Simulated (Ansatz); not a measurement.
## Ansatz (development build ahead of 0.2.0) run

```yaml
crystal:
  periodic: [false, false, false]
  atoms:
    - { symbol: P, position_ang: [0.0, 0.0, 0.0] }
basis:
  gaussian: { orbitals: cc-pVTZ }
magnetization:
  spin_polarized: true
  initial_magnetization: 3
hamiltonian:
  xc: hf
correlation:
  method: mp2
  frozen_orbitals: { P: 5 }
```

The input is written out in the form of the current development build from the run's settings.

Output:

```
Converged                       : yes
Reference energy                : -340.71631 hartree
Correlation energy              : -0.08327 hartree
Total energy                    : -340.79958 hartree
Spin squared of the determinant : 3.750
```
